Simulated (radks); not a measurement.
The mean radii <r> (bohr) of the occupied orbitals of an atom or ion are listed with their occupations. Method: scalar-relativistic Kohn-Sham, revPBE, spin-polarised, spherical densities, finite nucleus; Fermi nuclear charge, rms radius of each element as measured or else 0.836 A^(1/3) + 0.57 fm; computed with a radial shooting solver on a logarithmic mesh with Libxc functionals.

orbital  occ.      <r>
1s down     1  0.01715
1s up       1  0.01715
2s up       1  0.07236
2s down     1  0.07236
2p up       3  0.06523
2p down     3  0.06523
3s up       1   0.1871
3s down     1   0.1871
3p up       3   0.1882
3p down     3   0.1881
3d up       5   0.1704
3d down     5   0.1704
4s up       1   0.4151
4s down     1   0.4151
4p up       3   0.4418
4p down     3   0.4418
4d up       5   0.4682
4d down     5   0.4679
5s up       1   0.9461
5s down     1   0.9381
4f up       7   0.5157
4f down     7   0.5127
5p up       3    1.080
5p down     3    1.070
5d up       5    1.392
5f up       1    2.795

Name the element and its charge. Open shells, if any, are filled with parallel spins first.

Answer. Z = 78, platinum, charge +4: Pt4+ in [Xe] 4f14 5d5 5f1. The 1s radius gives Z: for a bare nucleus <r> = (2 gamma + 1)/(2Z) with gamma = sqrt(1 - (Z/c)^2), 0.01695 bohr for Z = 78, and screening makes it slightly larger (0.01715 here). The occupations add up to 74, and the charge is Z minus that.
